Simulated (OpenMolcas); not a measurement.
# Exact exchange and the vertical ionisation energy of GeHCl3

The species is GeHCl3 (5 atoms), meant as a singlet with charge 0. SMILES: `[Cl][GeH]([Cl])[Cl]`. Geometry: relaxed at PBE0-D4/def2-TZVP.

The vertical ionisation energy (to the doublet cation) y, in eV, basis cc-pVDZ; a is the functional's share of exact exchange. Programs: OpenMolcas 26.06.

```
functional     program     a  y (eV)
    r2SCAN  OpenMolcas     0   11.18
      TPSS  OpenMolcas     0   10.91
     B3LYP  OpenMolcas   0.2   11.26
      PBE0  OpenMolcas  0.25       ?
     BHLYP  OpenMolcas   0.5   11.81
```

Q: Fit y = c + s·a to the known rows and predict PBE0.

A: 
1. Means of the 4 rows: a = 0.1750, y = 11.290.
2. Σ(Δa)² = 0.1675, Σ(Δa·Δy) = 0.254, so the slope is 0.254/0.1675 = 1.5164.
3. Intercept: 11.290 − (1.5164) × 0.1750 = 11.025. The largest residual of the fit is 0.15.
4. PBE0: 11.025 + (1.5164) × 0.25 = 11.40 eV.

The run gave 11.43 eV, so the prediction is off by -0.03 eV, within the largest residual. The rows mix families of semi-local functionals, which the line can't see.
